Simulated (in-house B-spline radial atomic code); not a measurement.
Orbital energies and mean radii along the 15-electron series, configuration [Ne] 3s2 3p3. The effective charge is n√(-2ε), a non-relativistic measure. Computed with a B-spline radial code for spherical atoms: Dirac-Hartree-Fock, average of the configuration, finite nuclei.

| ion | Z | energy of 2p1/2 (Eh) | mean radius of 2p1/2 (bohr) | energy of 3p3/2 (Eh) | mean radius of 3p3/2 (bohr) | energy of 2p3/2 (Eh) | mean radius of 2p3/2 (bohr) | effective charge of 2p1/2 |
| --- | --- | --- | --- | --- | --- | --- | --- | --- |
| Ce43+ | 58 | -325.79 | 0.086697 | -123.8 | 0.24791 | -308.88 | 0.092584 | 51.052 |
| Pr44+ | 59 | -339.81 | 0.084841 | -129.21 | 0.24286 | -321.55 | 0.090831 | 52.139 |
| Nd45+ | 60 | -354.18 | 0.083047 | -134.72 | 0.23801 | -334.49 | 0.089141 | 53.23 |
| Pm46+ | 61 | -368.89 | 0.081312 | -140.36 | 0.23333 | -347.68 | 0.087509 | 54.324 |
| Sm47+ | 62 | -383.95 | 0.079631 | -146.12 | 0.22883 | -361.14 | 0.085934 | 55.422 |
| Eu48+ | 63 | -399.37 | 0.078004 | -151.99 | 0.22449 | -374.86 | 0.084412 | 56.524 |
| Gd49+ | 64 | -415.15 | 0.076426 | -157.99 | 0.22031 | -388.83 | 0.08294 | 57.63 |
| Tb50+ | 65 | -431.3 | 0.074895 | -164.1 | 0.21627 | -403.08 | 0.081516 | 58.74 |
| Dy51+ | 66 | -447.83 | 0.073409 | -170.33 | 0.21237 | -417.58 | 0.080138 | 59.855 |
| Ho52+ | 67 | -464.73 | 0.071966 | -176.69 | 0.2086 | -432.35 | 0.078803 | 60.974 |
| Er53+ | 68 | -482.02 | 0.070563 | -183.16 | 0.20495 | -447.38 | 0.077509 | 62.098 |
| Tm54+ | 69 | -499.69 | 0.069199 | -189.76 | 0.20143 | -462.67 | 0.076255 | 63.226 |

Task: How does the screening of 2p1/2 change?

Result: Z less the effective charge goes from 6.95 at Z = 58 to 5.77 at Z = 69.
